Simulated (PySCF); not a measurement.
CLiN, SMILES [Li][N][C] (connectivity only; charge and spin as stated), neutral, multiplicity 1.

Geometry: PBE-D3(BJ)/def2-TZVPD.

Method: PBE-D3(BJ)/def2-TZVPD in PySCF.

Harmonic, unscaled wavenumbers; measured fundamentals usually lie a few per cent lower.

Modes within 1.5 cm⁻¹ of each other (mostly degenerate sets) share a row, with their intensities summed.

```csv
mode,ν (cm⁻¹),IR (km/mol),moving atoms (share of kinetic energy)
1–2,117,51.0,"N 57 %, C 24 %, Li 19 %"
3,708,152.1,"Li 79 %, C 12 %, N 9 %"
4,2079,156.1,"C 51 %, N 48 %"
```
